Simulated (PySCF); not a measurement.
## Which determinant of KBe⁺ lies lowest?

Unrestricted PBE0; basis K pcseg-1, Be pcseg-1; no relativity; PySCF 2.14. Outer shells of the fragments: K+ closed shells only; Be 2s2.

Followed along the bond (rough minima from three points):

| 2Ms+1 | unpaired | ⟨S²⟩ at the start | R at minimum (Å) | Te (eV) |
| --- | --- | --- | --- | --- |
| 1 | none | 0.00 | 3.52 | 0.00 |
| 3 | σ ↑↑ | 2.00 | none in the scan | ≤ 2.23 |

Solutions found at the starting distance of 3.005 Å, counted from the lowest of them; the search is not exhaustive and high or unbound solutions are not listed, so other states can lie among these:

```csv
2Ms+1,unpaired,term,E (eV),⟨S²⟩,⟨Lz²⟩,μ (D)
1,none,¹Σ⁺,0.00,0.00,0.00,-0.10
3,σ ↑↑,³Σ⁺,2.46,2.00,0.00,-1.64
3,"σ ↑, π ↑",³Π,2.61,2.00,1.00,-0.50
1,"σ ↑, π ↓",mixed,3.61,1.00,1.00,-0.09
1,"σ ↑, δ ↓",mixed,8.87,1.00,4.00,11.49
3,"σ ↑, δ ↑",³Δ,8.87,2.00,4.00,11.49
```

A term symbol is given only where ⟨S²⟩ and ⟨Lz²⟩ are close to those of a pure state; real π, δ and φ orbitals otherwise mix terms. A positive dipole points towards Be; it is taken about the centre of mass and depends on that origin.

Counting both spins, an empty level lies below a filled one in some of these solutions, because spin and occupation are held.
